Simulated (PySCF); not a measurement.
Below is a simulated gas-phase C 1s photoelectron spectrum of `N#C/C=N/c1ccn[se]1`.

Every computed line was given a Gaussian of 0.8 eV full width at half maximum and an area set by the number of equivalent atoms; the highest printed point is 100. Computed, not measured: delta-SCF UKS SCAN, pcX-2 on the ionised atom, pcseg-1 elsewhere, spin-free X2C in PySCF.

```json
{"binding energy (eV)": "289.8", "intensity": "0"}
{"binding energy (eV)": "289.9", "intensity": "0"}
{"binding energy (eV)": "290.0", "intensity": "1"}
{"binding energy (eV)": "290.1", "intensity": "2"}
{"binding energy (eV)": "290.2", "intensity": "5"}
{"binding energy (eV)": "290.3", "intensity": "8"}
{"binding energy (eV)": "290.4", "intensity": "13"}
{"binding energy (eV)": "290.5", "intensity": "20"}
{"binding energy (eV)": "290.6", "intensity": "27"}
{"binding energy (eV)": "290.7", "intensity": "33"}
{"binding energy (eV)": "290.8", "intensity": "39"}
{"binding energy (eV)": "290.9", "intensity": "41"}
{"binding energy (eV)": "291.0", "intensity": "41"}
{"binding energy (eV)": "291.1", "intensity": "38"}
{"binding energy (eV)": "291.2", "intensity": "36"}
{"binding energy (eV)": "291.3", "intensity": "34"}
{"binding energy (eV)": "291.4", "intensity": "34"}
{"binding energy (eV)": "291.5", "intensity": "38"}
{"binding energy (eV)": "291.6", "intensity": "44"}
{"binding energy (eV)": "291.7", "intensity": "53"}
{"binding energy (eV)": "291.8", "intensity": "62"}
{"binding energy (eV)": "291.9", "intensity": "72"}
{"binding energy (eV)": "292.0", "intensity": "81"}
{"binding energy (eV)": "292.1", "intensity": "90"}
{"binding energy (eV)": "292.2", "intensity": "96"}
{"binding energy (eV)": "292.3", "intensity": "100"}
{"binding energy (eV)": "292.4", "intensity": "100"}
{"binding energy (eV)": "292.5", "intensity": "97"}
{"binding energy (eV)": "292.6", "intensity": "90"}
{"binding energy (eV)": "292.7", "intensity": "82"}
{"binding energy (eV)": "292.8", "intensity": "73"}
{"binding energy (eV)": "292.9", "intensity": "63"}
{"binding energy (eV)": "293.0", "intensity": "53"}
{"binding energy (eV)": "293.1", "intensity": "43"}
{"binding energy (eV)": "293.2", "intensity": "33"}
{"binding energy (eV)": "293.3", "intensity": "24"}
{"binding energy (eV)": "293.4", "intensity": "16"}
{"binding energy (eV)": "293.5", "intensity": "10"}
{"binding energy (eV)": "293.6", "intensity": "6"}
{"binding energy (eV)": "293.7", "intensity": "3"}
{"binding energy (eV)": "293.8", "intensity": "2"}
{"binding energy (eV)": "293.9", "intensity": "1"}
{"binding energy (eV)": "294.0", "intensity": "0"}
{"binding energy (eV)": "294.1", "intensity": "0"}
```

Count the maxima, the lines and the sites behind this envelope.

The curve has 2 maxima (at 290.9 and 292.4 eV). Under it lie 5 lines from 5 inequivalent carbon sites. At this width some lines have no maximum of their own.

Decompose the envelope and assign each component. Numbering: `[N:1]#[C:2]/[CH:3]=[N:4]/[c:5]1[cH:6][cH:7][n:8][se:9]1`.

| position (eV) | relative area | line | atoms | environment |
| --- | --- | --- | --- | --- |
| 290.91 | 1 | C 1s | C6 | aromatic CH carbon |
| 291.81 | 1 | C 1s | C7 | aromatic CH next to a ring nitrogen |
| 292.33 | 1 | C 1s | C5 | aromatic carbon bearing nitrogen |
| 292.40 | 1 | C 1s | C2 | nitrile carbon |
| 292.93 | 1 | C 1s | C3 | imine carbon |

What are the centre and the root-mean-square width of the whole band?

The area-weighted mean of the lines is 292.07 eV. Their own spread about it is 0.68 eV (rms) and each Gaussian has σ = 0.8/2.355 = 0.34 eV; the variances add, which gives 0.76 eV.

The listed C 1s values span 2.02 eV, from C6 (bonded to 2 C (aromatic in the SMILES) and H) to C3 (bonded to N (double bond), C and H). The widest gap between neighbouring values is 0.90 eV, between 290.91 and 291.81 eV.

No satellites, vibrations or lifetime broadening are included. Spin contamination (⟨S²⟩ against 0.75 for a pure doublet) is marked for C 1s of C2 (0.87) and C 1s of C3 (0.85), which makes these values less certain. Isolated species at its PBE0-D3(BJ)/def2-SVP geometry (one conformer only).

The run took 2.2 min on an Arm Neoverse V1 with one thread, on a shared host.

Conformer computed: `[N:1]#[C:2]/[CH:3]=[N:4]/[c:5]1[cH:6][cH:7][n:8][se:9]1`: C3–N4–C5–C6 180°.
